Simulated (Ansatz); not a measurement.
Ansatz (an electronic-structure program) input file for 1,1-difluorobuta-1,3-diene (C4H4F2), SMILES C=CC=C(F)F, PBE/def2-SVPD. Geometry optimised at PBE0-D3(BJ)/def2-SVP. One conformer was computed; it need not be the lowest.

Ansatz 0.2 input:
```yaml
crystal:
  periodic: [false, false, false]
  atoms:
    - {symbol: C, position_ang: [0.15250913, 2.73613997, -0.00000000]}
    - {symbol: C, position_ang: [-0.30818255, 1.47773105, -0.00000000]}
    - {symbol: C, position_ang: [0.53701750, 0.29958835, -0.00000000]}
    - {symbol: C, position_ang: [0.06391104, -0.94826903, -0.00000000]}
    - {symbol: F, position_ang: [0.80737893, -2.02535723, -0.00000000]}
    - {symbol: F, position_ang: [-1.20742243, -1.26813722, 0.00000000]}
    - {symbol: H, position_ang: [1.22490646, 2.95311806, 0.00000001]}
    - {symbol: H, position_ang: [-0.53038563, 3.58810284, -0.00000000]}
    - {symbol: H, position_ang: [-1.38926614, 1.30292515, 0.00000000]}
    - {symbol: H, position_ang: [1.62360611, 0.40616205, -0.00000000]}
basis:
  gaussian:
    orbitals: def2-SVPD
hamiltonian:
  xc: {name: PBE}
```

It prints:

```
WARN ansatz: RAYON_NUM_THREADS=1 ignored (pool sized by the plan → 1); use --threads N
Functional definition: PBE
integrals: 0.08 GiB planned
1302 factors; their error is unknown
mean field: 0.59 GiB planned
mean field evaluation 1: about -9618.2589 eV, gradient 6.3e1 eV
mean field evaluation 2: about -9593.1480 eV, gradient 1.1e2 eV
mean field evaluation 4: about -9628.2349 eV, gradient 1.1e1 eV
mean field evaluation 8: about -9628.5732 eV, gradient 9.4e-2 eV
mean field evaluation 16: about -9628.5016 eV, gradient 2.0e-4 eV
mean field -9628.50161666 eV, -353.8409079796 hartree, gradient 4.3e-5 eV, S^2 0.000000; 0 other end points of the search recorded, 0 dependent functions left out
reference -9628.50166217 eV, -353.8409096521 hartree; 23, 23 occupied and 135, 135 virtual orbitals, 1302 factors
Total energy: -9628.50166217 eV, -353.8409096521 hartree
```

Self-consistency was reached.
